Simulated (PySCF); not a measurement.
C₂H₄ClFSi. Atoms are numbered in the order given.

```xyz
9

C     -2.4972     0.0204     0.3326
C     -1.3384    -0.4810     0.7827
Si     0.2798     0.3329     0.4086
F     -0.0253     1.6188    -0.5374
Cl     1.5077    -0.9617    -0.6367
H     -3.4596    -0.4577     0.5456
H     -2.5284     0.9320    -0.2734
H     -1.3479    -1.4003     1.3822
H      1.0292     0.8078     1.5928
```
Charge 0, spin multiplicity 1.

Geometry optimised at B3LYP-D3(BJ)/def2-SVP. The structure was generated by enumeration; whether it is a known compound was not checked. The values are those of a single conformer.

The numbers are results of HF/pcSseg-1 (PySCF), not measurements.

GIAO shieldings, no solvent; atoms alike by connectivity are averaged. δ = σ(ref) − σ: ¹³C against TMS (σ = 192.6 ppm); ²⁹Si against TMS (σ = 393.8 ppm); ¹⁹F against CFCl3 (σ = 238.5 ppm); ³⁵Cl against HCl (σ = 958.2 ppm); ¹H against TMS (σ = 31.99 ppm), references at their B3LYP-D3(BJ)/def2-TZVP geometries, non-relativistic (without spin–orbit terms, shifts of atoms bonded to Cl or Br come out too high).

Computed chemical shifts:
```tsv
nucleus	atoms	count	δ (ppm)
¹³C	C1	1	153.7
¹³C	C2	1	136.3
²⁹Si	Si3	1	-9.9
¹⁹F	F4	1	-139.9
³⁵Cl	Cl5	1	21.1
¹H	H6, H7	2	6.96
¹H	H8	1	6.20
¹H	H9	1	5.25
```
